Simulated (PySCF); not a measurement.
## O²⁺: ionisation energy

O²⁺ [He] 2s2 2p2 (3P) → O³⁺ [He] 2s2 2p1 (2P), as a difference of total energies. Calculation: PySCF 2.14, in dyall-acv3z (15s9p4d2f, 76 functions); no relativity, point nucleus. Correlated levels: valence: 1s2 frozen; valence and next inner shell: nothing frozen; virtual orbitals above 40 to 60 times the deepest correlated orbital energy dropped. The calculations carry no spin-orbit coupling.

```csv
method,ionisation energy (eV),difference from reference (eV)
UHF,54.612,-0.324
LDA,55.425,+0.489
PBE,55.275,+0.339
PBE0,55.309,+0.373
r2SCAN,55.605,+0.669
CAM-B3LYP,55.439,+0.503
B97-3,55.281,+0.345
MN15,55.075,+0.139
M06,55.295,+0.359
MP2 (valence),55.001,+0.065
SCS-MP2 (valence),54.851,-0.085
MP2 (valence and next inner shell),55.038,+0.102
SCS-MP2 (valence and next inner shell),54.874,-0.062
```

Reference: 54.936 eV (semi-empirical (NIST evaluation); NIST Atomic Spectra Database, ionization energies).

Errors of the correlated levels include the incompleteness of this basis and the frozen core.
